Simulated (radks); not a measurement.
The numbers below are computed, except where a source is named.
Task: Species: the holmium ion Ho12+. Configuration: [Kr] 4d10 4f7 5s2. Code: a radial shooting solver on a logarithmic mesh with Libxc functionals. Model: scalar-relativistic Kohn-Sham, exchange-only LDA, spin-polarised, spherical densities, point nucleus; open shells are filled with parallel spins first (spin-orbit coupling, left out, can overturn this in heavy ions). Some entries of the table are withheld. Estimate them.

orbital,occ.,eigenvalue (hartree),<1/r> (bohr^-1),<r> (bohr)
1s down,1,-2046.425,76.01,0.02075
1s up,1,-2046.424,76.01,0.02075
2s up,1,-349.5393,17.68,0.08815
2s down,1,-349.5332,17.68,0.08815
2p up,3,-310.7653,16.38,0.07809
2p down,3,-310.7611,16.38,0.07809
3s up,1,-84.86493,6.506,0.2302
3s down,1,-84.71034,6.515,0.2299
3p up,3,-73.01613,6.091,0.2291
3p down,3,-72.86257,6.099,0.2288
3d up,5,-57.93705,5.777,0.2081
3d down,5,-57.81759,5.785,0.2077
4s up,1,-23.61834,2.779,0.5145
4s down,1,-23.30849,2.775,0.5148
4p up,3,-19.67126,2.556,0.5428
4p down,3,-19.36743,2.552,0.5434
4d up,5,-14.32905,2.285,0.5786
4d down,5,-14.03219,2.278,0.5801
5s up,1,-9.05742,1.249,1.086
5s down,1,-8.88633,1.233,1.097
4f up,7,(1),(2),0.6425
4f down,0,(3),(4),0.6500
5p up,0,(5),1.138,1.178
5p down,0,(6),1.122,1.192
6s up,0,-4.80108,0.7046,1.929
6s down,0,-4.74866,0.6983,1.946

Result: 
(1) 4f up eigenvalue (hartree): -8.37700
(2) 4f up <1/r> (bohr^-1): 1.896
(3) 4f down eigenvalue (hartree): -8.08511
(4) 4f down <1/r> (bohr^-1): 1.881
(5) 5p up eigenvalue (hartree): -7.80438
(6) 5p down eigenvalue (hartree): -7.65690
